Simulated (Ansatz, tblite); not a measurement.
Cost and result up the ladder for (Cl)3Si-O-SiH3 (Si2Cl3OH3) (9 atoms). The state is a singlet with charge 0. Geometry: PBE-D4/def2-SVP.

```xyz
9

Si    0.184    1.425   -0.464
Cl   -1.744    1.967   -0.935
Cl    1.472    2.183   -1.866
Cl    0.654    2.188    1.390
O     0.325   -0.207   -0.456
Si   -0.129   -1.591    0.406
H     0.191   -2.767   -0.463
H     0.649   -1.658    1.688
H    -1.602   -1.539    0.700
```

Ansatz on 2 threads of AMD EPYC 7R13 on a shared host; xTB runs through tblite on one thread. Times are rough, summed over both states, and most runs start from the orbitals of an earlier one. PBE-QIDH/def2-TZVP serves as the yardstick here, not as an exact answer. The other state is a doublet.

The xTB rows come from tblite. Correlated methods freeze 26 core orbitals.

Run but left out: PBE-D4/def2-TZVP (charge +1 doublet: an occupied level 0.05 eV above an empty one).

Correlated methods converge slowly with the basis.

Raw xTB energies of ions are shifted by several eV.

```csv
level,functions,wall time,vertical IE (eV),difference from PBE-QIDH/def2-TZVP (eV)
GFN1-xTB,55,0.026 s,14.48,2.50
GFN2-xTB,52,0.032 s,14.25,2.27
PBE-QIDH/def2-TZVP,234,37 s,11.98,0.00
PBE0-D4/def2-TZVP (with forces),234,49 s,11.11,-0.88
```
